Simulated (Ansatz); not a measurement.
Two isomers of C3H10BN: A = `CCBCN`, B = `BN(C)CC`.

Gas-phase electronic energies from Ansatz, PBE0-D4/def2-TZVP geometries. CBS: MP2 limit from def2 TZ/QZ plus the TZ coupled-cluster correction, frozen cores. DFT in def2-TZVPP. B3LYP here is the variant with VWN-RPA as its local correlation; programs differ in this. One conformer a species, not always the lowest.

Question: Which is lower in electronic energy at CCSD(T)/CBS, and by how much? (Best estimate.)

Answer: Computed: B, by 95.0 kJ/mol.

Question: Give E(B) − E(A) in kJ/mol with B2PLYP, CCSD/def2-TZVPP, PBE0-D4, B3LYP, CCSD(T)/def2-TZVPP, r2SCAN-D4, PBE-D4. (Estimate.)

Answer: The calculation gave: B2PLYP -96.5, CCSD/def2-TZVPP -95.5, PBE0-D4 -89.5, B3LYP -92.6, CCSD(T)/def2-TZVPP -99.0, r2SCAN-D4 -90.8, PBE-D4 -91.8. None reverses the order clearly.

Largest T1 diagnostic: 0.012.

The D4 term adds −3.6 kJ/mol with B3LYP and −1.8 kJ/mol with PBE0; it sums over pairs of atoms, weighted by their polarisabilities, and B3LYP, whose exchange is more repulsive, gets the larger term. In def2-TZVPP, CCSD(T) changes the Hartree–Fock value by −11.8 kJ/mol (the triples alone add −3.5 kJ/mol) and MP2 by −13.1 kJ/mol.
